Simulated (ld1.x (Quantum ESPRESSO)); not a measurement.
## lead: one change to an ultrasoft potential, before and after

```json
{
 "Element": "lead (Pb)",
 "Generator": "ld1.x (Quantum ESPRESSO) 7.5",
 "Type": "ultrasoft",
 "Functional": "PBE",
 "Relativity": "fully relativistic",
 "Frozen core": "[Xe] 4f14",
 "Valence charge": "14",
 "Reference configuration": "5d10 6s2 6p1.5 (charge +0.5)",
 "Partial waves": "6s (bound): rcut 1.50, rcutus 1.85 bohr; 6s channel at 3.35 Ry: rcut 1.50, rcutus 1.85 bohr; 6p (bound): rcut 1.70, rcutus 2.35 bohr; 6p channel at 0.25 Ry: rcut 1.70, rcutus 2.35 bohr; 5d (bound): rcut 1.40, rcutus 1.55 bohr; 5d channel at -1.35 Ry: rcut 1.40, rcutus 1.55 bohr",
 "Local potential": "all-electron potential smoothed inside 1.25 bohr (lloc = -1)",
 "Core correction": "none",
 "Augmentation charge": "built from norm-conserving waves at rcut, not smoothed further"
}
```

Open shells are filled in proportion to 2j + 1 (rel_dist='average').

Change: wave 6s channel at 3.35 Ry: rcut 1.50, rcutus 1.85 bohr becomes 6s channel at -0.74 Ry: rcut 1.50, rcutus 1.85 bohr.

Cutoffs: the cutoffs (Ry, on a coarse ladder) from which the occupation-weighted sum of valence levels, in a spherical-Bessel basis at the reference potential, stays within 10 and 1 mRy of its value at 400 Ry; they do not see the model core or the augmentation charge, which bear on the density cutoff. Errors are all-electron minus pseudo energies relative to the spin-unpolarised reference configuration.

How do hardness, ghosts and transferability respond?

The potential gets neither clearly harder nor softer (50 Ry and 90 Ry → 50 Ry and 80 Ry); both files keep a bound ghost (p, s); the errors of the 7 common tests hardly move; the range in which the s phases agree narrows (upper end 4.2 → 2.0).

| quantity | base | changed |
| --- | --- | --- |
| cutoff, loose | 50 Ry | 50 Ry |
| cutoff, tight | 90 Ry | 80 Ry |
| bound ghosts | s, p1/2, p3/2 | s, p1/2, p3/2 |
| error for 5d10 6s2 6p2, meV [ΔE -2.55 eV] | +0.4 | +0.4 |
| error for 5d10 6s2 6p1, meV [ΔE 4.15 eV] | +0.7 | +0.8 |
| error for 5d10 6s2 6p0, meV [ΔE 17.75 eV] | +12 | +13 |
| error for 5d10 6s0 6p4, meV [ΔE 14.93 eV] | +51 | +51 |
| error for 5d10 6s1 6p2, meV [ΔE 13.50 eV] | +17 | +18 |
| error for 5d9 6s2 6p2, meV [ΔE 24.53 eV] | -31 | -34 |
| error for 5d10 6s2 6p2.3, meV [ΔE -3.38 eV] | +0.5 | +0.5 |
| s: phases at 2.55 bohr within 0.05 rad from the reference energy up to (Ry; the scan ends near 5) | 4.2 | 2.0 |
| p1/2: phases at 2.55 bohr within 0.05 rad from the reference energy up to (Ry; the scan ends near 5) | 4.4 | 4.4 |
| p3/2: phases at 2.55 bohr within 0.05 rad from the reference energy up to (Ry; the scan ends near 5) | 3.5 | 3.5 |
| d3/2: phases at 2.55 bohr within 0.05 rad from the reference energy up to (Ry; the scan ends near 5) | to the end of the scan | to the end of the scan |
| d5/2: phases at 2.55 bohr within 0.05 rad from the reference energy up to (Ry; the scan ends near 5) | to the end of the scan | to the end of the scan |
| lowest overlap eigenvalue by channel | s 0.61, p1/2 0.35, p3/2 0.67, d3/2 0.94, d5/2 0.95 | s 0.67, p1/2 0.35, p3/2 0.67, d3/2 0.94, d5/2 0.95 |

 A true bound ghost makes a file unfit for plane-wave use even where its test errors are small: the radial tests pick states by their node count and pass the ghost by.
